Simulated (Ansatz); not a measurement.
Ansatz (a program for electronic structure) input file for In(OH)2(SH) (H3InO2S), SMILES [OH][In]([OH])[SH], B3LYP-D3(BJ)/def2-SVP. 

Ansatz 0.2 input:
```yaml
crystal:
  periodic: [false, false, false]
  atoms:
    - {symbol: In, position_ang: [0.12359864, -0.13442372, 0.17713474]}
    - {symbol: O, position_ang: [1.96259480, -0.75413526, 0.37978785]}
    - {symbol: H, position_ang: [2.55321414, -0.51279926, -0.33201438]}
    - {symbol: O, position_ang: [-1.05299070, -0.64386898, 1.63794863]}
    - {symbol: H, position_ang: [-0.56415880, -1.14801835, 2.28846588]}
    - {symbol: S, position_ang: [-0.83238472, 1.14528056, -1.61142650]}
    - {symbol: H, position_ang: [-2.00406565, 1.10712509, -0.99512138]}
basis:
  gaussian:
    orbitals: def2-SVP
hamiltonian:
  xc: b3lyp
  dispersion: d3bj
relax: {f_tol: 0.002, max_steps: 200}
```

Output:

```
WARN ansatz: RAYON_NUM_THREADS=1 ignored (pool sized by the plan → 1); use --threads N
Functional definition: B3LYP
integrals: 0.04 GiB planned
981 factors; integrals over basis functions are off by at most 2.0e-4 eV
mean field: 0.34 GiB planned
mean field evaluation 1: about -20137.4049 eV, gradient 7.9e1 eV
mean field evaluation 2: about -20080.8910 eV, gradient 1.7e2 eV
mean field evaluation 4: about -20148.5828 eV, gradient 1.1e1 eV
mean field evaluation 8: about -20148.9581 eV, gradient 4.5e-1 eV
mean field evaluation 16: about -20148.9585 eV, gradient 2.7e-5 eV
mean field -20148.95850925 eV, -740.4605677603 hartree, gradient 2.7e-5 eV, S^2 0.000000; 0 other end points of the search recorded, 0 dependent functions left out
the calculation of the forces begins
reference -20148.95876628 eV, -740.4605772060 hartree; 28, 28 occupied and 59, 59 virtual orbitals, 981 factors
relax step   1: F+E_penalty+E_count = -20149.19928348 eV  Δ(F+E_penalty+E_count) = +0.000e0 eV  max|allowed force component| = 1.063e0 eV/Å  Δτ_max = 0.0000 Å  (27 SCF iters, accepted)
these checks for a lower state are left out or cut short: starts, cluster_reference, orbital_swaps, neighbouring_geometries, increment
integrals: 0.04 GiB planned
981 factors; integrals over basis functions are off by at most 2.1e-4 eV
mean field: 0.34 GiB planned
mean field -20149.03200676 eV, -740.4632687442 hartree, gradient 1.5e-5 eV, S^2 0.000000; 0 other end points of the search recorded, 0 dependent functions left out
the calculation of the forces begins
reference -20149.03226659 eV, -740.4632782927 hartree; 28, 28 occupied and 59, 59 virtual orbitals, 981 factors
relax step   2: F+E_penalty+E_count = -20149.26793584 eV  Δ(F+E_penalty+E_count) = -6.865e-2 eV  max|allowed force component| = 2.285e-1 eV/Å  Δτ_max = 0.1943 Å  (30 SCF iters, accepted)
these checks for a lower state are left out or cut short: starts, cluster_reference, orbital_swaps, neighbouring_geometries, increment
integrals: 0.04 GiB planned
981 factors; integrals over basis functions are off by at most 2.1e-4 eV
mean field: 0.34 GiB planned
mean field -20149.04308958 eV, -740.4636760303 hartree, gradient 2.4e-5 eV, S^2 0.000000; 0 other end points of the search recorded, 0 dependent functions left out
the calculation of the forces begins
reference -20149.04334658 eV, -740.4636854745 hartree; 28, 28 occupied and 59, 59 virtual orbitals, 981 factors
relax step   3: F+E_penalty+E_count = -20149.28039829 eV  Δ(F+E_penalty+E_count) = -1.246e-2 eV  max|allowed force component| = 4.708e-1 eV/Å  Δτ_max = 0.1629 Å  (29 SCF iters, accepted)
these checks for a lower state are left out or cut short: starts, cluster_reference, orbital_swaps, neighbouring_geometries, increment
integrals: 0.04 GiB planned
981 factors; integrals over basis functions are off by at most 2.0e-4 eV
mean field: 0.34 GiB planned
mean field evaluation 32: about -20148.9964 eV, gradient 3.5e0 eV
mean field -20149.05217422 eV, -740.4640098844 hartree, gradient 2.3e-5 eV, S^2 0.000000; 0 other end points of the search recorded, 0 dependent functions left out
the calculation of the forces begins
reference -20149.05243188 eV, -740.4640193533 hartree; 28, 28 occupied and 59, 59 virtual orbitals, 981 factors
relax step   4: F+E_penalty+E_count = -20149.29038896 eV  Δ(F+E_penalty+E_count) = -9.991e-3 eV  max|allowed force component| = 1.144e-1 eV/Å  Δτ_max = 0.0391 Å  (30 SCF iters, accepted)
these checks for a lower state are left out or cut short: starts, cluster_reference, orbital_swaps, neighbouring_geometries, increment
integrals: 0.04 GiB planned
981 factors; integrals over basis functions are off by at most 2.0e-4 eV
mean field: 0.34 GiB planned
mean field -20149.04575340 eV, -740.4637739239 hartree, gradient 6.2e-6 eV, S^2 0.000000; 0 other end points of the search recorded, 0 dependent functions left out
the calculation of the forces begins
reference -20149.04601080 eV, -740.4637833831 hartree; 28, 28 occupied and 59, 59 virtual orbitals, 981 factors
relax step   5: F+E_penalty+E_count = -20149.28250954 eV  Δ(F+E_penalty+E_count) = +7.879e-3 eV  max|allowed force component| = 4.809e-1 eV/Å  Δτ_max = 0.0561 Å  (32 SCF iters, rejected (line search))
these checks for a lower state are left out or cut short: starts, cluster_reference, orbital_swaps, neighbouring_geometries, increment
integrals: 0.04 GiB planned
981 factors; integrals over basis functions are off by at most 2.0e-4 eV
mean field: 0.34 GiB planned
mean field -20149.05695695 eV, -740.4641856466 hartree, gradient 2.6e-5 eV, S^2 0.000000; 0 other end points of the search recorded, 0 dependent functions left out
the calculation of the forces begins
reference -20149.05721482 eV, -740.4641951230 hartree; 28, 28 occupied and 59, 59 virtual orbitals, 981 factors
relax step   6: F+E_penalty+E_count = -20149.29450766 eV  Δ(F+E_penalty+E_count) = -4.119e-3 eV  max|allowed force component| = 1.195e-2 eV/Å  Δτ_max = 0.0281 Å  (30 SCF iters, accepted)
these checks for a lower state are left out or cut short: starts, cluster_reference, orbital_swaps, neighbouring_geometries, increment
integrals: 0.04 GiB planned
981 factors; integrals over basis functions are off by at most 2.0e-4 eV
mean field: 0.34 GiB planned
mean field -20149.05709655 eV, -740.4641907766 hartree, gradient 2.6e-5 eV, S^2 0.000000; 0 other end points of the search recorded, 0 dependent functions left out
the calculation of the forces begins
reference -20149.05735445 eV, -740.4642002544 hartree; 28, 28 occupied and 59, 59 virtual orbitals, 981 factors
relax step   7: F+E_penalty+E_count = -20149.29458527 eV  Δ(F+E_penalty+E_count) = -7.762e-5 eV  max|allowed force component| = 3.452e-3 eV/Å  Δτ_max = 0.0073 Å  (31 SCF iters, accepted)
these checks for a lower state are left out or cut short: starts, cluster_reference, orbital_swaps, neighbouring_geometries, increment
integrals: 0.04 GiB planned
981 factors; integrals over basis functions are off by at most 2.0e-4 eV
mean field: 0.34 GiB planned
mean field evaluation 64: about -20149.0571 eV, gradient 1.7e-5 eV
mean field -20149.05710561 eV, -740.4641911097 hartree, gradient 1.7e-5 eV, S^2 0.000000; 0 other end points of the search recorded, 0 dependent functions left out
the calculation of the forces begins
reference -20149.05736352 eV, -740.4642005876 hartree; 28, 28 occupied and 59, 59 virtual orbitals, 981 factors
relax step   8: F+E_penalty+E_count = -20149.29459206 eV  Δ(F+E_penalty+E_count) = -6.789e-6 eV  max|allowed force component| = 2.007e-4 eV/Å  Δτ_max = 0.0025 Å  (24 SCF iters, accepted)
integrals: 0.04 GiB planned
981 factors; integrals over basis functions are off by at most 2.0e-4 eV
mean field: 0.34 GiB planned
mean field -20149.05710561 eV, -740.4641911097 hartree, gradient 1.7e-5 eV, S^2 0.000000; 1 other end points of the search recorded, 0 dependent functions left out
the calculation of the forces begins
reference -20149.05736352 eV, -740.4642005876 hartree; 28, 28 occupied and 59, 59 virtual orbitals, 981 factors
Total energy: -20149.29484997 eV, -740.4729280538 hartree
Atom 0 at     0.115471    -0.147659     0.199979 Å, force    -0.000044     0.000150     0.000084 eV/Å
Atom 1 at     2.021185    -0.755084     0.352871 Å, force     0.000136     0.000046     0.000018 eV/Å
Atom 2 at     2.556321    -0.471210    -0.401889 Å, force    -0.000074    -0.000142    -0.000100 eV/Å
Atom 3 at    -1.093550    -0.672967     1.706488 Å, force     0.000044     0.000110     0.000056 eV/Å
Atom 4 at    -0.608622    -1.182778     2.372223 Å, force    -0.000061    -0.000144     0.000021 eV/Å
Atom 5 at    -0.787515     1.136419    -1.626537 Å, force    -0.000004     0.000181     0.000107 eV/Å
Atom 6 at    -2.017482     1.152438    -1.058359 Å, force     0.000002    -0.000201    -0.000186 eV/Å
Dipole moment:     0.104793     0.030371    -0.102217 e Å
```

The run converged.
